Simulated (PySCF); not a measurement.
ORD: `[Si@H]1([SiH3])[Si@H](C)CO1`, C₂H₁₀OSi₃

Molfile (atoms numbered from 1):
```
C2H10OSi3
     RDKit          3D

 16 16  0  0  0  0  0  0  0  0999 V2000
    2.5772    0.8536   -0.5018 C   0  0  0  0  0  0  0  0  0  0  0  0
    0.8966    0.6467    0.3110 Si  0  0  2  0  0  4  0  0  0  0  0  0
    0.6605   -0.9097    1.4405 C   0  0  0  0  0  0  0  0  0  0  0  0
   -0.4380   -1.5722    0.8000 O   0  0  0  0  0  0  0  0  0  0  0  0
   -0.8025   -0.6744   -0.6023 Si  0  0  1  0  0  4  0  0  0  0  0  0
   -3.0300    0.0520   -0.6171 Si  0  0  0  0  0  4  0  0  0  0  0  0
    3.3455    1.1030    0.2473 H   0  0  0  0  0  0  0  0  0  0  0  0
    2.8784   -0.0722   -1.0143 H   0  0  0  0  0  0  0  0  0  0  0  0
    2.5535    1.6660   -1.2444 H   0  0  0  0  0  0  0  0  0  0  0  0
    0.4686    1.9252    0.9636 H   0  0  0  0  0  0  0  0  0  0  0  0
    1.5492   -1.5680    1.4521 H   0  0  0  0  0  0  0  0  0  0  0  0
    0.4087   -0.6847    2.4916 H   0  0  0  0  0  0  0  0  0  0  0  0
   -0.5194   -1.4423   -1.8604 H   0  0  0  0  0  0  0  0  0  0  0  0
   -3.9954   -1.0905   -0.6125 H   0  0  0  0  0  0  0  0  0  0  0  0
   -3.2664    0.8720   -1.8481 H   0  0  0  0  0  0  0  0  0  0  0  0
   -3.2913    0.9071    0.5819 H   0  0  0  0  0  0  0  0  0  0  0  0
  1  2  1  0
  2  3  1  0
  3  4  1  0
  4  5  1  0
  5  6  1  0
  5  2  1  0
  1  7  1  0
  1  8  1  0
  1  9  1  0
  2 10  1  1
  3 11  1  0
  3 12  1  0
  5 13  1  6
  6 14  1  0
  6 15  1  0
  6 16  1  0
M  END
```

Computed, not measured: TDDFT B3LYP/def2-SVPD circular dichroism and optical rotation, one conformer, gas phase in PySCF. Geometry: PBE0-D3(BJ)/def2-SVP.

Stereocentres: Si2 R, Si5 S.

Q: What is the specific rotation at 633, 589.3, 546, 436, 405, 365, 355 nm?

A: [α] in deg dm⁻¹ (g/mL)⁻¹:
```csv
λ (nm),origin-invariant length gauge,modified velocity gauge,length gauge (centre of mass),isotropic polarisability (au)
633,+85.0,+98.8,+84.8,121.8
589.3,+102.2,+118.5,+102.0,122.5
546,+125.3,+144.7,+125.0,123.5
436,+238.8,+272.4,+238.3,127.6
405,+299.9,+340.6,+299.2,129.5
365,+417.5,+471.8,+416.5,133.0
355,+456.2,+515.0,+455.1,134.2
```

Q: And for the mirror image at 589.3 nm?

A: -102.2 deg dm⁻¹ (g/mL)⁻¹ (origin-invariant length gauge): the same size and the opposite sign.

Q: What is the molar rotation [Φ] = [α]·M/100 of the geometry above at 589.3 nm?

A: With M = 134.36 g/mol, +137.3 deg cm² dmol⁻¹ (origin-invariant length gauge).

The first excitation lies at 5.21 eV (238 nm) with R = -42.9 × 10⁻⁴⁰ esu² cm² (velocity form).
